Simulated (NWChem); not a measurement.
System: BH2S2F; SMILES FB(S)S

NWChem input:

```
start job
memory heap 200 mb stack 900 mb global 1100 mb
geometry units angstroms noautosym nocenter noautoz
  B      0.000000     0.000000    -0.368708
  F      0.000000     0.000000    -1.695823
  S      1.630443     0.000000     0.420044
  H      1.204542     0.000000     1.698672
  S     -1.630443     0.000000     0.420044
  H     -1.204542     0.000000     1.698672
end
basis spherical
  B library pcsseg-1
  F library pcsseg-1
  S library pcsseg-1
  H library pcsseg-1
end
dft
  xc slater vwn_5
  iterations 150
end
property
  shielding 4 1 2 3 4
end
task dft property
```

NWChem printed, in part:

```
             Northwest Computational Chemistry Package (NWChem) 7.3.0
             --------------------------------------------------------

                             Geometry "geometry" -> ""
                             -------------------------

 Output coordinates in angstroms (scale by  1.889725989 to convert to a.u.)

  No.       Tag          Charge          X              Y              Z
 ---- ---------------- ---------- -------------- -------------- --------------
    1 B                    5.0000     0.00000000     0.00000000    -0.36870800
    2 F                    9.0000     0.00000000     0.00000000    -1.69582300
    3 S                   16.0000     1.63044300     0.00000000     0.42004400
    4 H                    1.0000     1.20454200     0.00000000     1.69867200
    5 S                   16.0000    -1.63044300     0.00000000     0.42004400
    6 H                    1.0000    -1.20454200     0.00000000     1.69867200

 Effective nuclear repulsion energy (a.u.)     186.3741407932

                              NWChem Property Module
                              ----------------------

  itol2e modified to match energy
  convergence criterion.

                                 NWChem DFT Module
                                 -----------------

 Summary of "ao basis" -> "ao basis" (spherical)
 ------------------------------------------------------------------------------
       Tag                 Description            Shells   Functions and Types
 ---------------- ------------------------------  ------  ---------------------
 B                          pcsseg-1                 7       17   3s3p1d
 F                          pcsseg-1                 7       17   3s3p1d
 S                          pcsseg-1                10       24   4s5p1d
 H                          pcsseg-1                 3        5   2s1p

  itol2e modified to match energy
  convergence criterion.

            General Information
            -------------------
          SCF calculation type: DFT
          Wavefunction type:  closed shell.
          No. of atoms     :     6
          No. of electrons :    48
           Alpha electrons :    24
            Beta electrons :    24
          Charge           :     0
          Spin multiplicity:     1
          Use of symmetry is: off; symmetry adaption is: off
          Maximum number of iterations: 150
          AO basis - number of functions:    92
                     number of shells:    40
          Convergence on energy requested:  1.00D-07
          Convergence on density requested:  1.00D-05
          Convergence on gradient requested:  5.00D-04

              XC Information
              --------------
                        Slater Exchange Functional  1.000 local
                      VWN V Correlation Functional  1.000 local

             Grid Information
             ----------------
          Grid used for XC integration:  fine
          Radial quadrature: Mura-Knowles
          Angular quadrature: Lebedev.
          Tag              B.-S. Rad. Rad. Pts. Rad. Cut. Ang. Pts.
          ---              ---------- --------- --------- ---------
          B                   0.85       70           9.0       590
          F                   0.50       70          10.0       590
          S                   1.00      123          10.0       770
          H                   0.35       60          10.0       590
          Grid pruning is: on
          Number of quadrature shells:   506
          Spatial weights used:  Erf1

      Superposition of Atomic Density Guess
      -------------------------------------

 Sum of atomic energies:        -919.78166829

      Non-variational initial energy
      ------------------------------

 Total energy =    -920.998035
 1-e energy   =   -1641.940364
 2-e energy   =     534.568188
 HOMO         =      -0.321694
 LUMO         =       0.042073

   convergence    iter        energy       DeltaE   RMS-Dens  Diis-err
 ---------------- ----- ----------------- --------- --------- ---------
 d= 0,ls=0.0,diis     1   -918.5907860586 -1.10D+03  1.51D-02  1.92D+00
 d= 0,ls=0.0,diis     2   -918.4232584706  1.68D-01  1.16D-02  3.12D+00
 d= 0,ls=0.0,diis     3   -918.6775002428 -2.54D-01  3.33D-03  4.88D-01
 d= 0,ls=0.0,diis     4   -918.7089729475 -3.15D-02  1.76D-03  3.29D-02
 d= 0,ls=0.0,diis     5   -918.7124572426 -3.48D-03  7.56D-04  5.52D-03
  Resetting Diis
 d= 0,ls=0.0,diis     6   -918.7131940140 -7.37D-04  2.09D-04  4.38D-04
 d= 0,ls=0.0,diis     7   -918.7132620829 -6.81D-05  9.13D-05  2.39D-05
 d= 0,ls=0.0,diis     8   -918.7132581192  3.96D-06  5.01D-05  6.85D-05
 d= 0,ls=0.0,diis     9   -918.7132647594 -6.64D-06  1.07D-05  1.81D-06
 d= 0,ls=0.0,diis    10   -918.7132649047 -1.45D-07  2.27D-06  5.68D-08
 d= 0,ls=0.0,diis    11   -918.7132649116 -6.91D-09  5.01D-07  2.41D-09

         Total DFT energy =     -918.713264911597
      One electron energy =    -1644.294455179887
           Coulomb energy =      602.169212211481
    Exchange-Corr. energy =      -62.962162736343
 Nuclear repulsion energy =      186.374140793152

 Numeric. integr. density =       47.999999824571

                       DFT Final Molecular Orbital Analysis
                       ------------------------------------

 Vector   22  Occ=2.000000D+00  E=-2.970718D-01
              MO Center=  1.1D-08,  3.5D-09,  2.1D-01, r^2= 4.5D+00
   Bfn.  Coefficient  Atom+Function         Bfn.  Coefficient  Atom+Function
  ----- ------------  ---------------      ----- ------------  ---------------
    48      0.363495  3 S  px                77      0.363495  5 S  px
    51      0.315499  3 S  px                80      0.315499  5 S  px
     7     -0.189872  1 B  px                24      0.142689  2 F  px
    27      0.137354  2 F  px                37      0.114876  3 S  s
    66     -0.114876  5 S  s                  4     -0.098866  1 B  px

[...]

          -----------------------------------------
          Chemical Shielding Tensors (GIAO, in ppm)
          -----------------------------------------

                                NWChem CPHF Module
                                ------------------

  scftype          =     RHF
  nclosed          =       24
  nopen            =        0
  variables        =     1632
  # of vectors     =        3
  tolerance        = 0.10D-03
  level shift      = 0.00D+00
  max iterations   =       50
  max subspace     =       30

 SCF residual:    2.2202129828468467E-005

Iterative solution of linear equations
  No. of variables     1632
  No. of equations        3
  Maximum subspace       30
        Iterations       50
       Convergence  1.0D-04

   iter   nsub   residual    time
   ----  ------  --------  ---------
     1      3    1.98D-05      23.9

      Atom:    1  B
        Diamagnetic
    208.0356     -0.0000      0.0000
     -0.0000    176.9366     -0.0000
      0.0000     -0.0000    198.7355

        Paramagnetic
   -153.7426     -0.0000     -0.0000
     -0.0000    -99.8088     -0.0000
     -0.0000     -0.0000   -198.6799

        Total Shielding Tensor
     54.2930     -0.0000     -0.0000
     -0.0000     77.1279     -0.0000
     -0.0000     -0.0000      0.0556

           isotropic =      43.8255
          anisotropy =      49.9535

          Principal Components and Axis System
                 1           2           3
               77.1279     54.2930      0.0556

      1        -0.0000      1.0000      0.0000
      2         1.0000      0.0000      0.0000
      3        -0.0000     -0.0000      1.0000

      Atom:    2  F
        Diamagnetic
    459.9509     -0.0000      0.0000
     -0.0000    462.1224     -0.0000
      0.0000     -0.0000    492.8727

        Paramagnetic
   -402.7200     -0.0000     -0.0000
     -0.0000    -23.7275     -0.0000
     -0.0000     -0.0000   -404.6499

        Total Shielding Tensor
     57.2309     -0.0000     -0.0000
     -0.0000    438.3949     -0.0000
     -0.0000     -0.0000     88.2227

           isotropic =     194.6162
          anisotropy =     365.6681

          Principal Components and Axis System
                 1           2           3
              438.3949     88.2227     57.2309

      1        -0.0000     -0.0000      1.0000
      2         1.0000      0.0000      0.0000
      3        -0.0000      1.0000      0.0000

      Atom:    3  S
        Diamagnetic
   1060.5167      0.0000      1.8340
      0.0000   1052.4365      0.0000
      1.8340      0.0000   1058.2921

        Paramagnetic
   -449.3642     -0.0000    131.9707
     -0.0000   -564.7031      0.0000
    131.9707      0.0000   -592.0848

        Total Shielding Tensor
    611.1525     -0.0000    133.8047
     -0.0000    487.7334      0.0000
    133.8047      0.0000    466.2073

           isotropic =     521.6977
          anisotropy =     253.7296

          Principal Components and Axis System
                 1           2           3
              690.8508    487.7334    386.5090

      1         0.8591     -0.0000     -0.5117
      2        -0.0000      1.0000     -0.0000
      3         0.5117      0.0000      0.8591

      Atom:    4  H
        Diamagnetic
     26.1987     -0.0000     -3.1932
     -0.0000     18.2104      0.0000
     -3.1932      0.0000     41.4720

        Paramagnetic
      2.0330      0.0000      2.4033
      0.0000      4.0282      0.0000
      2.4033      0.0000     -5.9389

        Total Shielding Tensor
     28.2318     -0.0000     -0.7899
     -0.0000     22.2386      0.0000
     -0.7899      0.0000     35.5331

           isotropic =      28.6678
          anisotropy =      10.4246

          Principal Components and Axis System
                 1           2           3
               35.6176     28.1473     22.2386

      1        -0.1063      0.9943      0.0000
      2         0.0000     -0.0000      1.0000
      3         0.9943      0.1063     -0.0000
```

Level: LDA (Slater exchange, VWN5)/pcSseg-1, GIAO. The geometry was optimised at PBE0/def2-SVP. The printed shielding anisotropy is the first printed principal value minus the mean of the other two.
